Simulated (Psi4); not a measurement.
Cl₅Nb, quintet, at a GFN2-xTB geometry of the parent state (such geometries of metal compounds can be far from the true shape) (another spin typed on purpose, not shown lowest) (core potentials on Nb); B3LYP/def2-SVP run with Psi4.

The Psi4 input:
```
memory 2 GB

molecule mol {
0 5
  Nb    0.000000    0.000000    0.000000
  Cl    1.857890   -0.395840   -1.218984
  Cl    0.992610   -0.983746    1.832318
  Cl   -0.992610    0.983746   -1.832318
  Cl   -1.652178   -1.536142    0.070291
  Cl   -0.205712    1.931982    1.148693
}

set basis def2-svp
set reference uks

energy('b3lyp')
print_variables()
```

What the program printed (banner, timings and long lists left out):

```
   => Loading Basis Set <=

    Name: DEF2-SVP
    Role: ORBITAL
    Keyword: BASIS

    !!!  WARNING: ECP capability is in beta. Please check occupations closely.  !!!

         ---------------------------------------------------------
                                   SCF
               by Justin Turney, Rob Parrish, Andy Simmonett
                          and Daniel G. A. Smith
                              UKS Reference
         ---------------------------------------------------------

  ==> Geometry <==

    Molecular point group: c1
    Full point group: C1

    Geometry (in Angstrom), charge = 0, multiplicity = 5:

       Center              X                  Y                   Z               Mass
    ------------   -----------------  -----------------  -----------------  -----------------
         NB          -0.000000000000    -0.000000000000     0.000000000000    92.906373000000
         CL           1.857890000000    -0.395840000000    -1.218984000000    34.968852682000
         CL           0.992610000000    -0.983746000000     1.832318000000    34.968852682000
         CL          -0.992610000000     0.983746000000    -1.832318000000    34.968852682000
         CL          -1.652178000000    -1.536142000000     0.070291000000    34.968852682000
         CL          -0.205712000000     1.931982000000     1.148693000000    34.968852682000

  Running in c1 symmetry.

  Rotational constants: A =      0.03154  B =      0.02640  C =      0.02640 [cm^-1]
  Rotational constants: A =    945.63684  B =    791.36758  C =    791.36741 [MHz]
  Nuclear repulsion =  691.949560133569435

  Charge       = 0
  Multiplicity = 5
  Electrons    = 98
  Nalpha       = 51
  Nbeta        = 47

  ==> Algorithm <==

  SCF Algorithm Type is DF.
  DIIS enabled.
  MOM disabled.
  Fractional occupation disabled.
  Guess Type is SAD.
  Energy threshold   = 1.00e-06
  Density threshold  = 1.00e-06
  Integral threshold = 1.00e-12

  ==> Primary Basis <==

  Basis Set: DEF2-SVP
    Blend: DEF2-SVP
    Number of shells: 51
    Number of basis functions: 121
    Number of Cartesian functions: 131
    Spherical Harmonics?: true
    Max angular momentum: 3

  Core potential: DEF2-SVP
    Number of shells: 4
    Number of ECP primitives: 14
    Number of ECP core electrons: 28
    Max angular momentum: 3

  ==> DFT Potential <==

   => LibXC <=

    Version 7.1.2
    S. Lehtola, C. Steigemann, M. J. T. Oliveira, and M. A. L. Marques,  SoftwareX 7, 1–5 (2018) (10.1016/j.softx.2017.11.002)

   => Composite Functional: B3LYP <=

    B3LYP Hyb-GGA Exchange-Correlation Functional

    P. J. Stephens, F. J. Devlin, C. F. Chabalowski, and M. J. Frisch,  J. Phys. Chem. 98, 11623 (1994) (10.1021/j100096a001)

    Deriv               =              1
    GGA                 =           TRUE
    Meta                =          FALSE

    Exchange Hybrid     =           TRUE
    MP2 Hybrid          =          FALSE

   => Exchange Functionals <=

    0.0800   Slater exchange
    0.7200         Becke 88

   => Exact (HF) Exchange <=

    0.2000               HF

   => Correlation Functionals <=

    0.1900   Vosko, Wilk & Nusair (VWN5_RPA)
    0.8100   Lee, Yang & Parr

   => LibXC Density Thresholds  <==

    XC_HYB_GGA_XC_B3LYP:  1.00E-15

   => Molecular Quadrature <=

    Radial Scheme          =       TREUTLER
    Pruning Scheme         =           NONE
    Nuclear Scheme         =       TREUTLER

    Blocking Scheme        =         OCTREE
    BS radius alpha        =              1
    Pruning alpha          =              1
    Radial Points          =             75
    Spherical Points       =            302
    Total Points           =         129337
    Total Blocks           =           1111
    Max Points             =            256
    Max Functions          =            105
    Weights Tolerance      =       1.00E-15

   => Loading Basis Set <=

    Name: (DEF2-SVP AUX)
    Role: JKFIT
    Keyword: DF_BASIS_SCF

  ==> Integral Setup <==

[...]
   @DF-UKS iter   8: -2357.37213916141172   -4.14673e-04   7.75279e-05 DIIS
   @DF-UKS iter   9: -2357.37261386928094   -4.74708e-04   3.73484e-05 DIIS
   @DF-UKS iter  10: -2357.37278581444207   -1.71945e-04   2.15613e-05 DIIS
   @DF-UKS iter  11: -2357.37285492424871   -6.91098e-05   1.44061e-05 DIIS
   @DF-UKS iter  12: -2357.37287966214944   -2.47379e-05   1.60303e-05 DIIS
   @DF-UKS iter  13: -2357.37290634269175   -2.66805e-05   9.34955e-06 DIIS
   @DF-UKS iter  14: -2357.37292927166300   -2.29290e-05   9.47863e-06 DIIS
   @DF-UKS iter  15: -2357.37293103551474   -1.76385e-06   9.65156e-06 DIIS
   @DF-UKS iter  16: -2357.37292348122401    7.55429e-06   1.08774e-05 DIIS
   @DF-UKS iter  17: -2357.37288588758838    3.75936e-05   9.97860e-06 DIIS
   @DF-UKS iter  18: -2357.37285378224124    3.21053e-05   1.00579e-05 DIIS
   @DF-UKS iter  19: -2357.37285448511466   -7.02873e-07   6.45650e-06 DIIS
   @DF-UKS iter  20: -2357.37285511301934   -6.27905e-07   5.02573e-06 DIIS
   @DF-UKS iter  21: -2357.37285522273714   -1.09718e-07   3.29591e-06 DIIS
   @DF-UKS iter  22: -2357.37285485930033    3.63437e-07   2.41584e-06 DIIS
   @DF-UKS iter  23: -2357.37285495086053   -9.15602e-08   1.05365e-06 DIIS
   @DF-UKS iter  24: -2357.37285495018750    6.73026e-10   9.08534e-07 DIIS
  Energy and wave function converged.

  ==> Post-Iterations <==

   Electrons on quadrature grid:
      Nalpha   =   50.9999993693 ; deviation = -6.307e-07
      Nbeta    =   47.0000001874 ; deviation = 1.874e-07
      Ntotal   =   97.9999995567 ; deviation = -4.433e-07

   @Spin Contamination Metric:   9.136464354E-03
   @S^2 Expected:                6.000000000E+00
   @S^2 Observed:                6.009136464E+00
   @S   Expected:                2.000000000E+00
   @S   Observed:                2.000000000E+00

    Orbital Energies [Eh]
    ---------------------

    Alpha Occupied:

[...]
    Alpha Virtual:

[...]
     121A     36.075222

    Beta Occupied:

[...]
    Beta Virtual:

[...]
    Final Occupation by Irrep:
              A
    DOCC [    47 ]
    SOCC [     4 ]
    NA   [    51 ]
    NB   [    47 ]

  @DF-UKS Final Energy: -2357.37285495018750

   => Energetics <=

    Nuclear Repulsion Energy =            691.9495601335694346
    One-Electron Energy =               -4653.2225732327424339
    Two-Electron Energy =                1723.4168713044257402
    DFT Exchange-Correlation Energy =    -119.5167131554397031
    Empirical Dispersion Energy =           0.0000000000000000
    VV10 Nonlocal Energy =                  0.0000000000000000
    Total Energy =                      -2357.3728549501875023

  UHF NO Occupations:
  HONO-2 :   49  A 1.0000000
  HONO-1 :   50  A 1.0000000
  HONO-0 :   51  A 1.0000000
  LUNO+0 :   52  A 0.0007557
  LUNO+1 :   53  A 0.0006314
  LUNO+2 :   54  A 0.0006311
  LUNO+3 :   55  A 0.0004796

Computation Completed

Properties will be evaluated at   0.000000,   0.000000,   0.000000 [a0]

Properties computed using the SCF density matrix

 Multipole Moments:

 ------------------------------------------------------------------------------------
     Multipole            Electronic (a.u.)      Nuclear  (a.u.)        Total (a.u.)
 ------------------------------------------------------------------------------------

 L = 1.  Multiply by 2.5417464519 to convert [e a0] to [Debye]
 Dipole X            :          0.0000527            0.0000000            0.0000527
 Dipole Y            :         -0.0001760            0.0000000           -0.0001760
 Dipole Z            :          0.0001803            0.0000000            0.0001803
 Magnitude           :                                                    0.0002574

 ------------------------------------------------------------------------------------

  Variable Map:
  ----------------------------------------------------------------------------
[...]
  Array Variable Map:
  ----------------------------------------------------------------------------
[...]
[...]
```
